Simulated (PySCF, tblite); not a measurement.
Isomers of C7H7 (doublet state), one GFN2-xTB conformer each. Single-point energies are computed at B3LYP/pcH-1 (PySCF, gas phase, no added dispersion term), electronic only. GFN2-xTB treats the open shell by occupation alone, and not every SCF solution was tested for stability.

```
              SMILES  GFN2-xTB relative energy (kJ/mol)
[H]/[C]=C(/C)C=C=C=C                               89.4
  C#C[C@H]([C]=C)C=C                              100.6
    C#C/[C]=C(\C)C=C                                0.0
```

Conformers: `[H]/[C:1]=[C:2](/[CH3:3])[CH:4]=[C:5]=[C:6]=[CH2:7]` (doublet state) with C1–C2–C4–C5 178°; `[CH:1]#[C:2][C@H:3]([C:4]=[CH2:5])[CH:6]=[CH2:7]` (doublet state) with C2–C3–C4–C5 -111°, C2–C3–C6–C7 -134°; `[CH:1]#[C:2]/[C:3]=[C:4](\[CH3:5])[CH:6]=[CH2:7]` (doublet state) with C3–C4–C6–C7 180°.

Question: What does B3LYP/pcH-1 give for the same structures?

Answer: 
```csv
SMILES,B3LYP/pcH-1 E (Eh),B3LYP/pcH-1 (kJ/mol),GFN2-xTB (kJ/mol),point group
C#C/[C]=C(\C)C=C,-270.81928,0.0,0.0,Cs
[H]/[C]=C(/C)C=C=C=C,-270.79029,76.1,89.4,near Cs
C#C[C@H]([C]=C)C=C,-270.77700,111.0,100.6,C1
```

Both levels put the same isomer lowest; measured from each level's own lowest isomer, the values differ by up to 13.3 kJ/mol ([H]/[C]=C(/C)C=C=C=C: 89.4 against 76.1). 

Question: What happens when harmonic zero-point energies from GFN2-xTB frequencies are added?

Answer: 
| SMILES | ZPE (kJ/mol) | electronic (kJ/mol) | with ZPE (kJ/mol) |
| --- | --- | --- | --- |
| C#C/[C]=C(\C)C=C | 278.3 | 0.0 | 0.0 |
| [H]/[C]=C(/C)C=C=C=C | 276.3 | 76.1 | 74.1 |
| C#C[C@H]([C]=C)C=C | 275.4 | 111.0 | 108.1 |

The zero-point energies span 2.9 kJ/mol. The order is unchanged.
